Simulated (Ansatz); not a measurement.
Frontier orbitals of C3H10AgOP, SMILES `C[P+](C)(C)[Ag-][OH]`.

```xyz
16

C    -1.189    1.258    0.465
P     0.054    0.007    0.017
C     1.439    1.013   -0.602
C     0.660   -0.562    1.636
Ag   -0.692   -1.633   -1.401
O    -1.240   -3.089   -2.640
H    -1.553    1.748   -0.439
H    -0.771    2.009    1.140
H    -2.037    0.770    0.950
H     2.292    0.366   -0.812
H     1.733    1.775    0.124
H     1.146    1.497   -1.535
H     1.491   -1.253    1.490
H     0.991    0.276    2.254
H    -0.138   -1.099    2.152
H    -2.185   -3.081   -2.801
```

Total charge 0; spin multiplicity 1. Correlated methods include outer-core shells of Ag, which these sets cover unevenly. Ag: def2 effective core potential. All single points use the PBE0-D4/def2-TZVP geometry. It is one conformer, not always the lowest. Basis def2-TZVPP, Ansatz.

```tsv
functional	HOMO (eV)	LUMO (eV)	gap (eV)
PBE	-4.53	-0.84	3.69
B97M-V	-4.80	-0.80	4.00
PBE0	-5.90	-0.11	5.79
HSE06 (plane-wave form)	-5.50	-0.46	5.04
LC-ωPBE	-8.64	1.76	10.40
ωB97M-V	-8.33	1.24	9.57
```

What is the vertical ionisation energy at frozen-core CCSD(T)/def2-TZVPP? (An estimate is asked.)

The calculation gave: 8.08 eV (T1 of the cation 0.018).

A quarter of exact exchange (PBE0) shifts PBE's HOMO by −1.37 eV and its LUMO by +0.74 eV; full exchange at long range (ωB97M-V) shifts them by −3.79 and +2.08 eV. The gap opens from 3.69 to 9.57 eV, since occupied levels lose self-interaction and empty ones feel all the electrons. A positive LUMO is unbound and depends on the basis. −ε(HOMO) differs from that ionisation energy by −3.54 eV with PBE and +0.25 eV with ωB97M-V.

LC-ωPBE has ω = 0.4 bohr⁻¹.
